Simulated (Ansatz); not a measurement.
System: GeCl2 (charge 0, singlet). 
Coordinates optimised at B3LYP-D3(BJ)/def2-TZVP (Ansatz, a quantum-chemistry and plane-wave program):
```
Ge
Cl 1 2.2046
Cl 1 2.2046 2 100.44
```

CCSD(T) with Ansatz in growing basis sets, 18 correlated electrons. Cores are frozen in the correlated levels unless marked. Open shells are spin-unrestricted. Spin-orbit coupling is left out. Frozen are the shells of the preceding noble gas and the d and f shells that filled before the atom's block. No relativistic terms. Costs are ratios of core time to the smallest set, on shared machines of one kind, and rough; they hold the program's checks for lower states.

```json
[
 {"basis": "def2-TZVPP", "functions": "132", "cost over smallest": "1×", "E(corr) (Eh)": "-0.5269", "electronic atomisation energy (kcal/mol)": "183.2"},
 {"basis": "def2-QZVPP", "functions": "229", "cost over smallest": "5×", "E(corr) (Eh)": "?", "electronic atomisation energy (kcal/mol)": "?"}
]
```

**Question.** What does the step to def2-QZVPP buy, and how does its cost grow by formal scaling?

**Answer.** Formally CCSD grows as o²v⁴ and (T) as o³v⁴; with o = 9 and v going from 99 to 196 both grow 15-fold in the last step, while integrals and the mean field grow more slowly. That step adds 46.9 mEh of correlation energy and 5.4 kcal/mol to the atomisation energy. Row: E(corr) (Eh) -0.5739, electronic atomisation energy (kcal/mol) 188.6.
